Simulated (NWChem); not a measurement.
System: CH4ClFOSi; SMILES C[Si@](O)(F)Cl

NWChem input:

```
start job
memory heap 200 mb stack 900 mb global 1100 mb
geometry units angstroms noautoz
  C      1.588933     1.198519     0.202643
  Si    -0.042022     0.374670    -0.004367
  O     -0.763078     0.912220    -1.376785
  F     -0.998968     0.684470     1.264430
  Cl     0.134429    -1.678863    -0.050721
  H      2.247219     0.967243    -0.647378
  H      2.078168     0.858453     1.126882
  H      1.457850     2.289927     0.255617
  H     -1.592203     0.504986    -1.645859
end
basis spherical
  * library def2-svp
end
dft
  xc b3lyp
  iterations 150
  mulliken
end
task dft gradient
```

NWChem printed, in part:

```
             Northwest Computational Chemistry Package (NWChem) 7.3.0
             --------------------------------------------------------

 C1  symmetry detected

                             Geometry "geometry" -> ""
                             -------------------------

 Output coordinates in angstroms (scale by  1.889725989 to convert to a.u.)

  No.       Tag          Charge          X              Y              Z
 ---- ---------------- ---------- -------------- -------------- --------------
    1 C                    6.0000     1.63777127     1.10411251     0.06602625
    2 Si                  14.0000    -0.03425509     0.34216033    -0.00712610
    3 O                    8.0000    -0.82503185     0.87074128    -1.34417031
    4 F                    9.0000    -0.89041822     0.72556486     1.31255310
    5 Cl                  17.0000     0.05865568    -1.71736212    -0.00309135
    6 H                    1.0000     2.22756332     0.82285272    -0.81850924
    7 H                    1.0000     2.17480112     0.76991104     0.96553824
    8 H                    1.0000     1.55311847     2.20100652     0.09462416
    9 H                    1.0000    -1.68566700     0.49045207    -1.54510778

 Effective nuclear repulsion energy (a.u.)     311.3012014662

                                 NWChem DFT Module
                                 -----------------

 Summary of "ao basis" -> "ao basis" (spherical)
 ------------------------------------------------------------------------------
       Tag                 Description            Shells   Functions and Types
 ---------------- ------------------------------  ------  ---------------------
 C                          def2-svp                 6       14   3s2p1d
 Si                         def2-svp                 8       18   4s3p1d
 O                          def2-svp                 6       14   3s2p1d
 F                          def2-svp                 6       14   3s2p1d
 Cl                         def2-svp                 8       18   4s3p1d
 H                          def2-svp                 3        5   2s1p

            General Information
            -------------------
          SCF calculation type: DFT
          Wavefunction type:  closed shell.
          No. of atoms     :     9
          No. of electrons :    58
           Alpha electrons :    29
            Beta electrons :    29
          Charge           :     0
          Spin multiplicity:     1
          Use of symmetry is: off; symmetry adaption is: off
          Maximum number of iterations: 150
          AO basis - number of functions:    98
                     number of shells:    46
          Convergence on energy requested:  1.00D-06
          Convergence on density requested:  1.00D-05
          Convergence on gradient requested:  5.00D-04

              XC Information
              --------------
                         B3LYP Method XC Potential
                     Hartree-Fock (Exact) Exchange  0.200
                        Slater Exchange Functional  0.800 local
                    Becke 1988 Exchange Functional  0.720 non-local
              Lee-Yang-Parr Correlation Functional  0.810
                  VWN I RPA Correlation Functional  0.190 local

             Grid Information
             ----------------
          Grid used for XC integration:  medium
          Radial quadrature: Mura-Knowles
          Angular quadrature: Lebedev.
          Tag              B.-S. Rad. Rad. Pts. Rad. Cut. Ang. Pts.
          ---              ---------- --------- --------- ---------
          C                   0.70       49          10.0       434
          Si                  1.10       88           8.0       590
          O                   0.60       49          10.0       434
          F                   0.50       49          10.0       434
          Cl                  1.00       88          11.0       590
          H                   0.35       45          12.0       434
          Grid pruning is: on
          Number of quadrature shells:   503
          Spatial weights used:  Erf1

      Superposition of Atomic Density Guess
      -------------------------------------

 Sum of atomic energies:        -961.66765533

      Non-variational initial energy
      ------------------------------

 Total energy =    -963.352214
 1-e energy   =   -1949.804803
 2-e energy   =     675.151387
 HOMO         =      -0.412073
 LUMO         =       0.065458

     ---------------------------------------------
      Total Density - Mulliken Population Analysis
     ---------------------------------------------

[...]

                         DFT ENERGY GRADIENTS

    atom               coordinates                        gradient
                 x          y          z           x          y          z
   1 C       3.094939   2.086470   0.124772   -0.001510  -0.001011  -0.000050
   2 Si     -0.064733   0.646589  -0.013466   -0.000411  -0.000439  -0.000093
   3 O      -1.559084   1.645462  -2.540114   -0.000739  -0.002319   0.001893
   4 F      -1.682646   1.371119   2.480366    0.001682  -0.001206  -0.002701
   5 Cl      0.110843  -3.245344  -0.005842   -0.000314   0.004743   0.000018
   6 H       4.209484   1.554966  -1.546758   -0.000605   0.000036   0.000398
   7 H       4.109778   1.454921   1.824603   -0.000514   0.000032  -0.000458
   8 H       2.934968   4.159299   0.178814   -0.000271  -0.000728  -0.000014
   9 H      -3.185449   0.926820  -2.919830    0.002682   0.000893   0.001007
```

Level: B3LYP/def2-SVP. Geometry: optimised at PBE0/def2-SVP.
